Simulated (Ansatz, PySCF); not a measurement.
Al(F)(Br)(OMe) (CH3AlBrFO), SMILES [O]([Al]([Br])[F])C. Atoms are numbered in the order given.

```xyz
8

Al     0.7024     0.0705    -0.5312
F      1.8269     1.2826    -0.5637
Br    -0.8795     0.0855     1.0566
O      0.7873    -1.1331    -1.6946
C      0.1041    -2.3002    -2.0620
H     -0.2784    -2.2089    -3.0935
H      0.7875    -3.1666    -2.0328
H     -0.7526    -2.5179    -1.3978
```

Geometry: B3LYP-D3(BJ)/def2-SVP. The structure was generated by enumeration; whether it is a known compound was not checked. One conformer was computed; it need not be the lowest.

Two levels are set side by side: PBE-D3(BJ)/def2-SVP (Ansatz, a quantum-chemistry and plane-wave program) and B3LYP-D3(BJ)/def2-SVP (Ansatz). Each level has its own optimised geometry; the coordinates shown are those of the second. Frequencies come from the Hessian of PySCF at each geometry. Differences are taken from unrounded values.

```csv
quantity,B3LYP-D3(BJ)
mean bond length (Å),1.469
bond Al1–F2 (Å),1.654
bond Al1–Br3 (Å),2.241
bond Al1–O4 (Å),1.676
bond O4–C5 (Å),1.401
bond C5–H6 (Å),1.104
bond C5–H7 (Å),1.104
bond C5–H8 (Å),1.106
highest harmonic wavenumber (cm⁻¹),3080
mean harmonic wavenumber (cm⁻¹),1120
zero-point energy (kcal/mol),28.82
```

Question: What does PBE-D3(BJ) give, and how far is it from B3LYP-D3(BJ)? (Estimate from the structure and the level; the computed values follow.)

Answer: 
```csv
quantity,PBE-D3(BJ),PBE-D3(BJ) minus B3LYP-D3(BJ)
mean bond length (Å),1.479,0.010
bond Al1–F2 (Å),1.666,0.012
bond Al1–Br3 (Å),2.248,0.007
bond Al1–O4 (Å),1.694,0.018
bond O4–C5 (Å),1.407,0.006
bond C5–H6 (Å),1.112,0.008
bond C5–H7 (Å),1.112,0.008
bond C5–H8 (Å),1.114,0.009
highest harmonic wavenumber (cm⁻¹),3014,-66
mean harmonic wavenumber (cm⁻¹),1089,-31
zero-point energy (kcal/mol),28.02,-0.80
```

GGA bonds tend to be longer and softer than those of functionals with exact exchange. Differences between two approximate levels are no errors against the true value.
